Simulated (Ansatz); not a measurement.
Input and output for `[F][Nb]([F])([F])=[S]`.

```yaml
crystal:
  periodic: [false, false, false]
  atoms:
    - {symbol: F, position_ang: [-0.921895, -0.070086, 1.616596]}
    - {symbol: Nb, position_ang: [-0.006571, -0.089329, 0.011533]}
    - {symbol: F, position_ang: [1.587155, -1.009329, 0.178971]}
    - {symbol: F, position_ang: [-1.048107, -0.824354, -1.326132]}
    - {symbol: S, position_ang: [0.439417, 1.919398, -0.522469]}
basis:
  gaussian: {orbitals: def2-mTZVP}
hamiltonian: {xc: {name: BHLYP}}
output: {forces: true}
```

```sh
$ ansatz run in.yaml --threads 4 --pin off --events-out ev --progress --plain --max-ram 10444MiB
```

It prints (some lines left out):

```
Functional definition: BHLYP
1010 factors; integrals over basis functions are off by at most 3.1e-4 eV
mean field evaluation 1: about -20531.5585 eV, gradient 6.9e1 eV
mean field evaluation 2: about -20483.8381 eV, gradient 1.8e2 eV
mean field evaluation 4: about -20539.5469 eV, gradient 1.2e1 eV
mean field evaluation 8: about -20540.2148 eV, gradient 4.0e-1 eV
mean field evaluation 16: about -20540.2152 eV, gradient 3.5e-4 eV
mean field -20540.21516654 eV, -754.8389847124 hartree, gradient 4.2e-5 eV, S^2 0.000000; 0 other end points of the search recorded, 0 dependent functions left out
reference -20540.21532495 eV, -754.8389905340 hartree; 28, 28 occupied and 84, 84 virtual orbitals, 1010 factors
Total energy: -20540.21532495 eV, -754.8389905340 hartree
Atom 0 at    -0.921895    -0.070086     1.616596 Å, force    -0.176947     0.002682     0.310082 eV/Å
Atom 1 at    -0.006571    -0.089329     0.011533 Å, force     0.037951     0.170913    -0.045423 eV/Å
Atom 2 at     1.587155    -1.009329     0.178971 Å, force     0.307477    -0.178641     0.032604 eV/Å
Atom 3 at    -1.048107    -0.824354    -1.326132 Å, force    -0.201327    -0.142912    -0.257931 eV/Å
Atom 4 at     0.439417     1.919398    -0.522469 Å, force     0.032846     0.147958    -0.039331 eV/Å
Dipole moment:    -0.026584    -0.119660     0.031817 e Å
```

It took 1.9 s on 4 threads of an Arm Neoverse V1 on a shared host, with 0.37 GiB of host memory at the peak.
